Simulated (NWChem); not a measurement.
C5H5B; SMILES C#CB(C)C#C

Problem. Give the equilibrium geometry at PBE0/def2-SVP (NWChem) as a list of bonds and angles, with the point group.

Solution. point group Cs; any orientation.
Bond lengths (Å): B1–C2 1.528, B1–C5 1.528, B1–C8 1.569, C2–C3 1.219, C3–H4 1.076, C5–C6 1.219, C6–H7 1.076, C8–H9 1.099, C8–H10 1.108, C8–H11 1.099. Angles (°): C2–B1–C5 118.3, C2–B1–C8 120.9, C5–B1–C8 120.8, B1–C2–C3 179.0, C2–C3–H4 179.7, B1–C5–C6 179.0, C5–C6–H7 179.7, B1–C8–H9 113.3, B1–C8–H10 106.2, B1–C8–H11 113.3, H9–C8–H10 106.5, H9–C8–H11 110.5, H10–C8–H11 106.5.
